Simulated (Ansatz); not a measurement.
An input meant for TiCl₄ (charge 0, triplet; with a point charge).

```yaml
crystal:
  periodic: [false, false, false]
  atoms:
    - {symbol: Ti, position_ang: [0.000002, -0.000003, 0.000001]}
    - {symbol: Cl, position_ang: [0.005904, -0.009057, 1.303613]}
    - {symbol: Cl, position_ang: [1.431637, 0.006001, -0.440085]}
    - {symbol: Cl, position_ang: [-0.722231, 1.065928, -0.424357]}
    - {symbol: Cl, position_ang: [-0.716289, -1.062875, -0.512368]}
basis:
  gaussian: {orbitals: STO-3G, point_charges: [{charge: 2.00, position_ang: [6.843, 0.784, -0.973]}]}
magnetization: {spin_polarized: true, initial_magnetization: 2}
hamiltonian: {xc: {name: r2SCAN0}}
accuracy: high
scf: {lower_state_search: full}
output: {forces: true}
```

```sh
$ ansatz run in.yaml --threads 2 --pin off --events-out ev --progress --plain --max-ram 4352MiB
```

Output, abridged:

```
Functional definition: r2SCAN0
1322 factors; integrals over basis functions are off by at most 4.6e-9 eV
mean field evaluation 1: about -72319.6712 eV, gradient 2.3e1 eV
mean field evaluation 2: about -72319.7193 eV, gradient 2.3e1 eV
mean field evaluation 4: about -72322.7034 eV, gradient 6.9e-1 eV
mean field evaluation 8: about -72322.7189 eV, gradient 1.6e-1 eV
mean field evaluation 16: about -72322.7210 eV, gradient 5.2e-3 eV
mean field evaluation 32: about -72322.7210 eV, gradient 1.3e-6 eV
mean field evaluation 64: about -72095.9740 eV, gradient 4.1e2 eV
mean field evaluation 96: about -72322.7210 eV, gradient 2.8e-6 eV
mean field evaluation 128: about -72322.7210 eV, gradient 2.7e-5 eV
mean field evaluation 160: about -72322.7210 eV, gradient 1.8e-3 eV
mean field evaluation 192: about -72322.7210 eV, gradient 1.9e-2 eV
mean field evaluation 224: about -72322.5533 eV, gradient 7.3e-1 eV
mean field evaluation 256: about -72322.7210 eV, gradient 1.0e-7 eV
mean field evaluation 288: about -72322.7210 eV, gradient 2.3e-5 eV
mean field evaluation 320: about -72322.7210 eV, gradient 1.1e-3 eV
mean field -72322.72104316 eV, -2657.8109762352 hartree, gradient 4.9e-8 eV, S^2 2.002712; 13 other end points of the search recorded, 0 dependent functions left out
reference -72322.72104361 eV, -2657.8109762518 hartree; 46, 44 occupied and 8, 10 virtual orbitals, 1322 factors
Total energy: -72322.72104361 eV, -2657.8109762518 hartree
Atom 0 at     0.000002    -0.000003     0.000001 Å, force    42.117637    -9.321553   -29.851271 eV/Å
Atom 1 at     0.005904    -0.009057     1.303613 Å, force     3.918013    -1.865751   127.532777 eV/Å
Atom 2 at     1.431637     0.006001    -0.440085 Å, force    60.269570     0.468622   -19.900720 eV/Å
Atom 3 at    -0.722231     1.065928    -0.424357 Å, force   -56.754325    89.938353   -38.321371 eV/Å
Atom 4 at    -0.716289    -1.062875    -0.512368 Å, force   -49.443266   -79.199815   -39.446494 eV/Å
Dipole moment:    -0.398964    -0.006492     0.383087 e Å
```

(1) Something in this input is off. What?

## Answers

(1) The geometry is squeezed to about two thirds of its size. The run converged. The result belongs to that input, not to the species as meant.
